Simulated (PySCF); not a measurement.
PySCF input for TiFH₃, SMILES [F][TiH3], multiplicity 1, PBE0-D3(BJ)/def2-TZVP. Coordinates come from a PBE0-D3(BJ)/def2-TZVP optimisation. The spin state was assumed, not searched. The structure was generated by enumeration; whether it is a known compound was not checked.

```python
import numpy as np
from pyscf import gto, scf, dft, df
from pyscf.hessian import thermo

mol = gto.M(
    atom='''
    Ti    0.00000000   -0.00000000   -0.40939802
    F     0.00000000    0.00000000    1.32178472
    H    -1.38305375   -0.79850646   -0.96310204
    H     1.38305375   -0.79850646   -0.96310205
    H    -0.00000000    1.59701291   -0.96310204
    ''',
    basis='def2-TZVP',
    charge=0,
    spin=0,
    max_memory=1600,
    verbose=3,
)
mf = dft.RKS(mol, xc='pbe0').density_fit(auxbasis='def2-universal-jkfit')
mf.disp = 'd3bj'
mf.grids.level = 3
mf.conv_tol = 1e-11
mf.max_cycle = 100
mf.kernel()

# [left out here: the lines that compute and print the analytic Hessian (its translational invariance restored by hand, since the grid's response is missing), thermochemistry and intensities]
```

Output:

```
converged SCF energy = -950.836313259393

WARN: DFTD3 does not support analytical Hessian, using finite difference


WARN: Mole.unit (angstrom) is changed to Bohr

Mode                                 0                   1                   2
Irrep
Freq [cm^-1]                      423.1432            423.2066            547.0493
Reduced mass [au]                   1.1738              1.1738              1.1597
Force const [Dyne/A]                0.1238              0.1239              0.2045
Char temp [K]                     608.8089            608.9001            787.0822
Normal mode                   x     y     z       x     y     z       x     y     z
       0  Ti                 0.00  0.04  0.00   -0.04  0.00 -0.00   -0.00 -0.00 -0.00
       1   F                -0.00 -0.06  0.00    0.06 -0.00  0.00    0.00  0.00  0.09
       2   H                 0.12 -0.34  0.31    0.21 -0.12 -0.52    0.16  0.09 -0.50
       3   H                -0.12 -0.35  0.30    0.21  0.11  0.53   -0.16  0.09 -0.50
       4   H                -0.01 -0.14 -0.61    0.41 -0.00 -0.01   -0.00 -0.18 -0.50
Mode                                 3                   4                   5
Irrep
Freq [cm^-1]                      579.3556            579.4988            818.9133
Reduced mass [au]                   1.0178              1.0178              7.2923
Force const [Dyne/A]                0.2013              0.2014              2.8813
Char temp [K]                     833.5638            833.7697           1178.2339
Normal mode                   x     y     z       x     y     z       x     y     z
       0  Ti                 0.00  0.01  0.00    0.01 -0.00  0.00   -0.00 -0.00  0.08
       1   F                 0.00  0.02 -0.00    0.02 -0.00 -0.00    0.00  0.00 -0.18
       2   H                 0.36 -0.46 -0.21   -0.05  0.36 -0.36    0.06  0.04 -0.17
       3   H                -0.36 -0.47 -0.21   -0.05 -0.36  0.36   -0.06  0.04 -0.17
       4   H                -0.00  0.16  0.42   -0.67 -0.00 -0.00    0.00 -0.07 -0.17
Mode                                 6                   7                   8
Irrep
Freq [cm^-1]                     1767.1074           1767.1260           1812.0728
Reduced mass [au]                   1.0394              1.0394              1.0135
Force const [Dyne/A]                1.9123              1.9124              1.9607
Char temp [K]                    2542.4741           2542.5009           2607.1693
Normal mode                   x     y     z       x     y     z       x     y     z
       0  Ti                -0.00 -0.03  0.00   -0.03  0.00 -0.00    0.00 -0.00 -0.01
       1   F                 0.00  0.00 -0.00    0.00 -0.00 -0.00    0.00 -0.00 -0.00
       2   H                 0.34  0.21  0.13    0.57  0.32  0.21    0.47  0.27  0.19
       3   H                -0.31  0.20  0.12    0.58 -0.33 -0.22   -0.47  0.27  0.19
       4   H                 0.00  0.76 -0.25    0.02 -0.02  0.01    0.00 -0.54  0.19
temperature 298.1500 [K]
pressure 101325.00 [Pa]
Rotational constants [GHz] 65.52674 10.57731 10.57731
Symmetry number 3
Zero-point energy (ZPE) 0.01986 [Eh]   52142.068 [J/mol]
                           tot       elec      trans        rot        vib
Entropy [J/mol/K]       256.338      0.000    161.712     80.029     14.597
Cv [J/mol/K]             53.557      0.000     12.472     12.472     28.614
Cp [J/mol/K]             61.872      0.000     20.786     12.472     28.614
Internal energy [J/mol]                      3718.434   3718.434  55259.703
Internal energy [Eh]   -950.81243  -950.83631
Enthalpy [J/mol]                             6197.391   3718.434  55259.703
Enthalpy [Eh]          -950.81149
Gibbs free energy [J/mol]                  -42017.047 -20142.200  50907.687
Gibbs free energy [Eh] -950.84060
mode   freq/cm-1   IR/(km/mol)
   1      423.14        51.288
   2      423.21        51.340
   3      547.05        89.731
   4      579.36        58.057
   5      579.50        58.033
   6      818.91       294.168
   7     1767.11       401.486
   8     1767.13       401.454
   9     1812.07        71.892
max |gradient| / (hartree/bohr): 3.375599174031311e-05
APT charges: [ 1.6788 -0.6282 -0.3502 -0.3502 -0.3502]
```

The run converged.

Cost: very roughly 30 core-seconds.
